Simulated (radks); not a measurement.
The numbers below are computed, except where a source is named.
Question: Coherent X-ray form factor from a spherical all-electron density. Code: a radial shooting solver on a logarithmic mesh with Libxc functionals. Model: Dirac Kohn-Sham, relativistic LDA (MacDonald-Vosko exchange, VWN5 correlation), spin-unpolarised, spherical densities, finite nucleus; Fermi nuclear charge, rms radius of each element as measured or else 0.836 A^(1/3) + 0.57 fm.

sin(theta)/lambda (1/angstrom),f0 (electrons)
0.05,39.588
0.1,38.415
0.15,36.647
0.2,34.507
0.25,32.217
0.3,29.954
0.4,25.938
0.5,22.809
0.6,20.426
0.8,16.865
1,13.922
1.25,10.807
1.5,8.517
2,6.106

The species is in the configuration that NIST lists as its ground one. Which atom or ion scatters so?

Answer: The ruthenium ion Ru4+, [Kr] 4d(3/2: 3, 5/2: 1). Extrapolating in s^2 from the first two rows gives f0(0) = 40.0, near the electron count 40; among species with that count, the fall with angle is slower the higher Z, and the table is that of Z = 44; from so few rows the species is fixed only to a neighbour or two.
